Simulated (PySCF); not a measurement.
Compound: C6H11OP.
Structure used (GFN2-xTB), in Å, numbered top down from 1:
```
atom  x, y, z in Å
C1     2.1214   -1.1320   -0.1428
C2     1.0209   -0.1362   -0.0684
C3     0.9818    1.0977   -0.5541
C4    -0.2676    1.9039   -0.3393
C5    -1.0913    1.2323    0.7612
P6    -0.5250   -0.5222    0.8165
C7    -1.5746   -1.4724   -0.3514
O8    -0.4226   -1.1498    2.1396
H9     1.8626   -1.9299   -0.8403
H10    2.2565   -1.5850    0.8395
H11    3.0542   -0.6729   -0.4645
H12    1.7916    1.5459   -1.1120
H13   -0.8328    1.9412   -1.2758
H14   -0.0161    2.9339   -0.0757
H15   -0.8545    1.6540    1.7408
H16   -2.1656    1.3240    0.6049
H17   -1.6338   -0.9919   -1.3230
H18   -2.5662   -1.5621    0.0891
H19   -1.1487   -2.4691   -0.4518
```

The closed-shell SCF was solved with PySCF and density fitting under several settings on one GFN2-xTB geometry (grid level 2 and gas phase unless stated).

| settings | basis functions | SCF cycles | E (Eh) | HOMO (eV) | LUMO (eV) | dipole (D) |
| --- | --- | --- | --- | --- | --- | --- |
| PBE0/pcSseg-1 | 198 | 15 | -651.3106 | -7.32 | -0.20 | 4.27 |
| PBE0/def2-SVPD | 255 | 14 | -651.0521 | -7.37 | -0.28 | 4.51 |
| wB97X-D/IGLO-II | 255 | 14 | -651.8225 | -9.12 | 1.62 | 4.28 |

Estimate the rows for these settings: (1) PBE0/def2-SVP; (2) LC-wPBE/pcSseg-1, energy threshold 1e-11 Eh, damping 0.1 at the start, DIIS from the seventh cycle.

```
                                                                                          settings  basis functions  SCF cycles     E (Eh)  HOMO (eV)  LUMO (eV)  dipole (D)
                                                                                     PBE0/def2-SVP              171          15  -651.0248      -7.15      -0.06        4.10
LC-wPBE/pcSseg-1, energy threshold 1e-11 Eh, damping 0.1 at the start, DIIS from the seventh cycle              198          19  -651.5129      -9.99       2.09        4.39
```

Over all rows, what range does the HOMO–LUMO gap span?

From 7.09 eV to 12.08 eV.

And the dipole moment?

From 4.10 D (PBE0/def2-SVP) to 4.51 D (PBE0/def2-SVPD); the largest is 1.10 times the smallest, and the median is 4.28 D.

Compare two rows with the functional PBE0: PBE0/def2-SVP and PBE0/def2-SVPD. Which energy is lower, and by how much?

PBE0/def2-SVPD (255 functions) lies 0.0273 Eh or 17 kcal/mol below PBE0/def2-SVP (171 functions).

wB97X-D ran without the empirical dispersion term, which would shift the total energy alone. Cycle counts include a coarse-grid stage where the run had one.

One conformer stands for the species.
